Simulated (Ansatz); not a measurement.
CHAlNO, SMILES `N#[C][Al-][OH]` (excited triplet) (charge -1, multiplicity 3). This triplet is an excited state, 1.53 eV above the relaxed singlet at the level frozen-core CCSD(T)/aug-cc-pVDZ // PBE0-D3(BJ)/def2-TZVPD (Ansatz, a quantum-chemistry and plane-wave program).

Calculation: B3LYP/aug-cc-pVTZ // PBE0-D3(BJ)/def2-TZVPD in Ansatz.

Ansatz 0.2 input:
```yaml
crystal:
  periodic: [false, false, false]
  atoms:
    - { symbol: N, position_ang: [2.545284, -0.446625, 0.012477] }
    - { symbol: C, position_ang: [1.484645, 0.032957, 0.047072] }
    - { symbol: Al, position_ang: [-0.2704, 0.918862, 0.109344] }
    - { symbol: O, position_ang: [-1.684756, -0.112657, 0.329405] }
    - { symbol: H, position_ang: [-2.074775, -0.392536, -0.498297] }
basis:
  gaussian: { orbitals: aug-cc-pVTZ }
hamiltonian:
  xc: b3lyp
total_charge: -1
magnetization:
  spin_polarized: true
  initial_magnetization: 2
```

Output:

```
Functional definition: B3LYP
1040 factors; their error is unknown
mean field evaluation 1: about -11184.8394 eV, gradient 3.4e1 eV
mean field evaluation 2: about -11137.6745 eV, gradient 9.3e1 eV
mean field evaluation 4: about -11189.8794 eV, gradient 1.4e1 eV
mean field evaluation 8: about -11190.6305 eV, gradient 8.3e-2 eV
mean field evaluation 16: about -11190.6333 eV, gradient 2.2e-4 eV
mean field evaluation 32: about -11190.5299 eV, gradient 1.3e0 eV
mean field -11190.63329061 eV, -411.2481881461 hartree, gradient 3.3e-5 eV, S^2 2.002328; 5 other end points of the search recorded, 0 dependent functions left out
reference -11190.63354207 eV, -411.2481973873 hartree; 19, 17 occupied and 192, 194 virtual orbitals, 1040 factors
Total energy: -11190.63354207 eV, -411.2481973873 hartree
```
